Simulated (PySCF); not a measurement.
Input of a run (PBE0-D3(BJ)/def2-SVP geometry optimisation, gas phase (PySCF 2.14.0)), started from GFN2-xTB:
```
{"job": {"xc": "PBE0", "basis": "def2-SVP", "d3": "d3bj", "grid": 1, "maxiter": 30, "shake": 0.01, "kind": "geom"}, "charge": 0, "multiplicity": 1}
F     -1.048960    -1.384310    -0.023380
Ga    -0.003040    -0.002960    -0.007940
F      1.696730    -0.250840    -0.001830
F     -0.606730     1.612720     0.000130
```

Output (energies in Eh, forces in Eh/bohr):
```
step   0  E = -2223.47547614  max force = 0.006571
step   1  E = -2223.47396362  max force = 0.011703
step   2  E = -2223.47549734  max force = 0.002606
step   3  E = -2223.47573449  max force = 0.005517
step   4  E = -2223.47579905  max force = 0.001990
step   5  E = -2223.47582297  max force = 0.000549
step   6  E = -2223.47582455  max force = 0.000344
optimisation converged
```

Problem. Summarise the run.

Solution. The energy falls by 0.009 eV over 7 energy and gradient evaluations, the largest force component goes from 0.0066 to 3.4e-04 Eh/bohr, and the atoms move by 0.025 Å rms after alignment. The bond that changes most is Ga2–F3 (ends: gallium bonded to 3 F; fluorine bonded to Ga), which lengthens by 0.010 Å. Bonds longer at the end by more than 0.005 Å: 1 of 3; shorter: 1. Among the angles that change most is F1–Ga2–F4, from 122.4° to 119.8°. The energy rose by more than 1e-6 Eh at step 1.

Problem. What are the final bond lengths?

Solution. F1–Ga2 1.727 Å, Ga2–F3 1.728 Å, Ga2–F4 1.727 Å. Numbering counts from 1 in the input's order; the species is `[F][Ga]([F])[F]`.

The run used 74 basis functions and 45 SCF cycles in all. On an AMD EPYC 7B13 with one thread (shared host), this took 11 s of wall time and 0.33 GiB of memory at its peak.

Stationary, but not proved a minimum.
